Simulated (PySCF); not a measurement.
## A search over the determinants of CaBi

Unrestricted PBE0; PySCF, scalar-relativistic core potentials, basis sets Ca def2-SVP, Bi def2-SVP with ECP60. Outer shells of the fragments: Ca 4s2; Bi 5d10 6s2 6p3.

Followed along the bond (rough minima from three points):

```csv
2Ms+1,unpaired,⟨S²⟩ at the start,R at minimum (Å),Te (eV)
4,"σ ↑, π ↑↑",3.75,3.17,0.00
2,"σ ↓, π ↑↑",1.76,3.14,0.10
2,π ↑,0.96,2.89,0.17
2,"σ ↑, π ↑↓",1.76,3.15,0.35
4,"σ ↑↑, π ↑",3.75,2.98,0.94
```

Solutions found at the starting distance of 3.050 Å, counted from the lowest of them; the search is not exhaustive and high or unbound solutions are not listed, so other states can lie among these:

```json
{"2Ms+1": "4", "unpaired": "σ ↑, π ↑↑", "term": "⁴Σ⁻", "E (eV)": "0.00", "⟨S²⟩": "3.75", "⟨Lz²⟩": "0.00", "μ (D)": "-3.15"}
{"2Ms+1": "2", "unpaired": "σ ↓, π ↑↑", "term": "mixed", "E (eV)": "0.10", "⟨S²⟩": "1.76", "⟨Lz²⟩": "0.00", "μ (D)": "-3.54"}
{"2Ms+1": "2", "unpaired": "π ↑", "term": "²Π", "E (eV)": "0.22", "⟨S²⟩": "0.96", "⟨Lz²⟩": "1.01", "μ (D)": "-6.93"}
{"2Ms+1": "2", "unpaired": "σ ↑, π ↑↓", "term": "mixed", "E (eV)": "0.34", "⟨S²⟩": "1.76", "⟨Lz²⟩": "2.01", "μ (D)": "-3.31"}
{"2Ms+1": "4", "unpaired": "σ ↑↑, π ↑", "term": "⁴Π", "E (eV)": "0.93", "⟨S²⟩": "3.75", "⟨Lz²⟩": "1.01", "μ (D)": "-4.11"}
{"2Ms+1": "2", "unpaired": "σ ↑", "term": "mixed", "E (eV)": "1.15", "⟨S²⟩": "0.75", "⟨Lz²⟩": "2.01", "μ (D)": "-3.12"}
```

A term symbol is given only where ⟨S²⟩ and ⟨Lz²⟩ are close to those of a pure state; real π, δ and φ orbitals otherwise mix terms. A positive dipole means Ca(−)Bi(+).

Spin–orbit coupling is left out, which matters for elements this heavy, above all for dissociation energies.
